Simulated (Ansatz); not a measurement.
`C[N](C)[Mg][SH]` + HCl → `[SH][Mg][Cl]` + `CNC` at 500 K and 1 bar (ligand exchange at a Mg–N bond).

Program: Ansatz. Geometries: PBE0-D4/def2-TZVP. ΔE: electronic, gas phase. CCSD(T)/CBS is the MP2 limit (def2-TZVPP, def2-QZVPP) plus CCSD(T) − MP2 in def2-TZVPP, frozen cores. This one scheme is used for every species. For Mg outer-core shells are correlated without core-valence functions, which leaves a few kJ/mol of doubt a bond. One conformer a species, not always the lowest.

| species | CCSD(T)/CBS energy (Eh) | H − E (kJ/mol) | S (J/(mol·K)) |
| --- | --- | --- | --- |
| `C[N](C)[Mg][SH]` | -732.73551 | 287.9 | 452.2 |
| HCl | -460.38127 | 32.5 | 201.9 |
| `[SH][Mg][Cl]` | -1058.17129 | 55.7 | 338.7 |
| `CNC` | -135.00321 | 273.8 | 313.8 |

H − E and S are ideal-gas, rigid-rotor, harmonic terms from PBE0-D4/def2-TZVP, for one conformer and one mirror image of each species. 1 Eh = 2625.50 kJ/mol, R = 8.31446 J/(mol·K).

Problem. By hand: ΔE, ΔH, ΔS and ΔG.

Solution. ΔE = (-1058.17129) + (-135.00321) − (-732.73551) − (-460.38127) = -0.05772 Eh = -151.5 kJ/mol. Δ(H − E) = 55.7 + 273.8 − 287.9 − 32.5 = 9.1, so ΔH = -142.4 kJ/mol. ΔS = 338.7 + 313.8 − 452.2 − 201.9 = -1.6 J/(mol·K). ΔG = -142.4 − 500 × (-1.6)/1000 = -141.6 kJ/mol.

Problem. By hand: the equilibrium constant, and the temperature at which ΔG would vanish if ΔH and ΔS stayed fixed.

Solution. log₁₀ K = −ΔG/(RT ln 10) = 14.8. ΔG = 0 at ΔH/ΔS = 89000 K, far beyond where these terms or the molecules hold.

The number of gas molecules stays the same, so ΔS is small and ΔH decides. A doubt of 5 kJ/mol in ΔE shifts log₁₀ K by 0.5 here. Other conformers and mirror images would add mixing entropy, several J/(mol·K) or more a flexible species. Modes under 60 cm⁻¹, often nearly free rotors, make the harmonic entropy too high. These are equilibria of isolated gas molecules and say nothing of rates. Largest T1 diagnostic: 0.010 (customary marks: 0.02 for closed shells, 0.045 for open ones).
